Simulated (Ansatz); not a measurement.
Relative stability

The two ends of one reaction step of GaH$_{5}$O, closed shell (PBE0-D4/def2-TZVP).

A:

Ga1  (-0.644, -0.511, 0.204)
O2  (-1.123, 1.084, -0.455)
H3  (-0.723, -1.669, -0.832)
H4  (-0.265, -0.588, 1.721)
H5  (1.792, 0.159, -0.690)
H6  (2.057, -0.271, -0.136)
H7  (-1.094, 1.795, 0.188)
(Å)

B:

```xyz
7
angstrom
Ga 0.0974 -0.9343 0.2460
O -0.3343 1.0697 -0.5455
H -0.7774 -1.8014 -0.7275
H -0.4481 -0.6027 1.6919
H 0.4903 1.4772 -0.8291
H 1.6542 -0.8231 -0.0035
H -0.6820 1.6146 0.1677
```

Computed with Ansatz 0.2.0 (basis: def2-TZVPP); correlated methods freeze the cores. Filled d shells of the heavier atoms are correlated. The def2 sets are not built for correlating such inner shells, so the correlated values are less sure here. B3LYP uses VWN-RPA correlation.

(1) Which structure is lower at CCSD(T), and by how much? (An estimate is asked for; the value comes from the calculation.)

(2) Do the other methods give the same order? (Judge from chemistry; the calculation decides.)

The T1 diagnostic stays at or below 0.015.

Results:

(1) Computed: B, by 1.32 kcal/mol (electronic energy, against the other). By their contacts, A is a complex of GaH₃O ([OH][GaH2]) + H₂ and B is GaH₅O ([OH2][GaH3]).

(2) The calculation gives: Not all: BLYP-D4, B2PLYP, MP2 give the other order.

```csv
method,E(B) − E(A) (kcal/mol)
SPW92,-5.24
PBE-D4,-0.61
BLYP-D4,1.92
r2SCAN-D4,-1.19
B97M-V,-3.74
PBE0-D4,-2.69
B3LYP-D4,-0.22
r2SCAN0-D4,-2.76
BHLYP-D4,-2.29
CAM-B3LYP-D4,-1.62
wB97X-V,-1.55
wB97M-V,-2.09
B2PLYP,0.00
PBE-QIDH,-2.49
RPA on PBE,-0.62
HF,-2.72
MP2,0.24
CCSD,-1.89
CCSD(T),-1.32
```

Labels in which every atom is bracketed show which atoms are joined, not bond orders.

For scale, one of the runs: CCSD(T)/def2-TZVPP, 149 basis functions, launched by `ansatz run in.yaml --threads 2 --pin off --events-out ev --progress --plain --max-ram 4352MiB`. Hardware: 2 CPU threads, shared host. Wall time 25 s; peak host memory 0.98 GiB.
